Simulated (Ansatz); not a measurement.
Species: sum formula CuN2H6 (charge +1, singlet). SMILES: [NH3]->[Cu+]<-[NH3]
Geometry: optimised at B3LYP-D3(BJ)/def2-TZVP (Ansatz, a quantum-chemistry and plane-wave program).

Wanted: vertical electron affinity (to the doublet state of charge +0; a negative value means that the extra electron is unbound and the number depends on the basis; each state is the SCF solution reached for its spin; the molecule has degenerate orbitals, so one determinant may break the symmetry), in eV. Valence correlation only, unless marked. UHF or UKS for open shells. No spin-orbit coupling. The frozen core is the preceding noble-gas configuration, with the filled d and f shells of earlier blocks. Non-relativistic. Basis-set limits of correlation are two-point, X^-3; Hartree-Fock from the larger set. [CCSD(T)-MP2]/basis is that difference in the basis named.

```
level                                                          program  vertical electron affinity (eV)
-------------------------------------------------------------  -------  -------------------------------
r2SCAN/def2-TZVPD                                               Ansatz                             3.57
PBE0/def2-TZVPD                                                 Ansatz                             3.53
BHLYP/def2-TZVPD                                                Ansatz                             3.37
CAM-B3LYP/def2-TZVPD                                            Ansatz                             3.47
wB97M-V/def2-TZVPD                                              Ansatz                             3.22
wB97X-V/def2-TZVPD                                              Ansatz                             3.16
B2PLYP/def2-TZVPD                                               Ansatz                             3.47
MP2/def2-SVPD                                                   Ansatz                             3.06
RI-MP2/def2-TZVPPD                                              Ansatz                             3.24
RI-MP2/def2-QZVPPD                                              Ansatz                             3.33
RI-MP2/CBS(def2-TZVPPD,def2-QZVPPD)                             Ansatz                             3.31
SCS-MP2/def2-TZVPPD                                             Ansatz                             3.13
CCSD/def2-SVPD                                                  Ansatz                             3.12
RI-MP2/CBS(def2-TZVPPD,def2-QZVPPD)+[CCSD(T)-MP2]/def2-SVPD     Ansatz                             3.46
RI-MP2/CBS(def2-TZVPPD,def2-QZVPPD)+[CCSD(T)-MP2]/def2-TZVPPD   Ansatz                             3.46
```
